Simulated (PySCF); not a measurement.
Species: CH₅BClN.
Bonds: C1–B2, B2–N3, B2–Cl4. Hydrogens: H5, H6, H7 on C1; H8, H9 on N3.

Theory: PBE0-D3(BJ)/def2-SVP geometry optimisation, gas phase (PySCF 2.14.0).

(1) Give the optimised bond lengths and angles.

Answers

(1) 
| bond | length (bohr) |
| --- | --- |
| C1–B2 | 2.965 |
| B2–N3 | 2.631 |
| B2–Cl4 | 3.383 |
| C1–H5, C1–H6, C1–H7 | 2.082 |
| N3–H8, N3–H9 | 1.911 |

Bonds in one row agree within 0.02 bohr and their mean is given. A selection of angles:
| angle | degrees |
| --- | --- |
| B2–C1–H5 | 113.5 |
| B2–C1–H6 | 110.1 |
| H5–C1–H6 | 108.3 |
| H6–C1–H7 | 106.1 |
| C1–B2–N3 | 123.8 |
| C1–B2–Cl4 | 119.1 |
| N3–B2–Cl4 | 117.1 |
| B2–N3–H8 | 122.9 |
| B2–N3–H9 | 122.4 |
| H8–N3–H9 | 114.7 |

N3 (boron-bound nitrogen) is planar (angles 122.9°, 122.4° and 114.7°, sum 360.0°, 0.00 Å off the plane of its three neighbours). The 4 heavy atoms lie in one plane (0.000 Å rms). B2 (three-coordinate boron) is planar (angles 123.8°, 119.1° and 117.1°, sum 360.0°, 0.00 Å off the plane of its three neighbours).

Point group: Cs (every atom within 0.08 Å of its image). Not checked by PBE0-D3(BJ)/def2-SVP frequencies.

Conformer computed: `[CH3:1][B:2]([NH2:3])[Cl:4]`: H–N3–B2–C1 180°, H–N3–B2–C1 0°.
